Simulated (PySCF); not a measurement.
Isomers of C6H8N2OSi. Computed with PySCF 2.14.0, PBE0-D3(BJ)/def2-SVP geometry optimisation, gas phase. One conformer each; no zero-point energy, no entropy. No frequencies were run at this level. Point groups hold within 0.08 Å.

**Question.** Order them by energy at this level, lowest first, and give relative energies in kcal/mol.
A. `[N:1]#[C:2][C:3]1([C:4]#[N:5])[CH2:6][O:7][CH2:8][CH2:9][SiH2:10]1` with C2–C3–C6–O7 56°, C3–C6–O7–C8 75°, C6–O7–C8–C9 -71°, O7–C8–C9–Si10 56°
B. `[CH:1]#[C:2][c:3]1[n:4][cH:5][cH:6][n:7]1[SiH2:8][O:9][CH3:10]` with C6–N7–Si8–O9 1°, N7–Si8–O9–C10 -178°
C. `[CH:1]#[C:2][SiH2:3][n:4]1[cH:5][n:6][cH:7][c:8]1[O:9][CH3:10]` with C2–Si3–N4–C5 0°, C7–C8–O9–C10 1°

**Answer.** B (0.0), A (13.8), C (21.7).

As drawn, the lowest has an Si–O bond, which the highest lacks; the highest has an Si–C bond, which the lowest lacks.

```
               SMILES      E (Eh)  E rel (kcal/mol)  dipole (D)  point group       A, B, C (MHz)
   C#Cc1nccn1[SiH2]OC  -706.65906               0.0        4.98            –  1904, 821.8, 580.2
N#CC1(C#N)COCC[SiH2]1  -706.63699              13.8        5.52           C1  1593, 970.6, 913.9
   C#C[SiH2]n1cncc1OC  -706.62441              21.7        2.91           Cs  2207, 767.9, 575.7
```

**Question.** How do the relative energies change in single points at PBE0/pcSseg-1 (no added dispersion term) on the same geometries?

**Answer.** 
```tsv
SMILES	PBE0-D3(BJ)/def2-SVP (kcal/mol)	PBE0/pcSseg-1 (kcal/mol)	shift
C#Cc1nccn1[SiH2]OC	0.0	0.0	0.0
N#CC1(C#N)COCC[SiH2]1	13.8	12.3	-1.5
C#C[SiH2]n1cncc1OC	21.7	21.4	-0.3
```

Each column counts from its own lowest isomer. The order is unchanged; the largest shift is 1.5 kcal/mol.
